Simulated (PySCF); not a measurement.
# Ge: ionisation energy

Ge [Ar] 3d10 4s2 4p2 (3P) → Ge⁺ [Ar] 3d10 4s2 4p1 (2P), as a difference of total energies. All numbers are calculated (PySCF 2.14, a scalar-relativistic core potential, in aug-cc-pVTZ-PP with ECP10MDF (6s5p4d2f, 55 functions)). Correlated levels: valence: 3s2 3p6 3d10 frozen. The calculations carry no spin-orbit coupling.

Problem. Order these methods by the ionisation energy they give, lowest first.
A. PBEsol
B. B2PLYP
C. UHF
D. MP2 (valence)

Solution. C (7.404 eV), B (7.738 eV), D (7.759 eV), A (7.853 eV).

Errors of the correlated levels include the incompleteness of this basis and the frozen core.

For comparison: 7.925 eV (measured; NIST levels, between the centres of gravity of the two terms).
